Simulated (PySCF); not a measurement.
Sn(OH)3 (H3O3Sn), SMILES [OH][Sn]([OH])[OH], multiplicity 2.

Geometry optimised at PBE0-D3(BJ)/def2-SVP. The multiplicity is an assumed one; other spin states were not compared. The isomer is the one that the SMILES or the coordinates give; other isomers of the formula were not compared. The def2 effective core potentials stand for the cores of Sn; spin–orbit coupling is left out. The values are those of a single conformer.

These are C-PCM-M06-2X/def2-SVP (PySCF) values and carry that method's errors.

The values are the electrostatic part of the solvation free energy, E(continuum) − E(gas) at the gas-phase geometry, in a cavity of scaled van der Waals radii (PySCF's table); cavitation and dispersion terms are not included. A continuum can't describe solvent molecules that bind to the metal. The dipole moment in vacuum is 1.41 D.

| solvent | ε | ΔG(elec) (kcal/mol) | dipole (D) |
|---|---|---|---|
| water | 78.36 | -11.4 | 1.78 |
| toluene | 2.37 | -6.5 | 1.61 |
| diethylether | 4.24 | -8.7 | 1.69 |
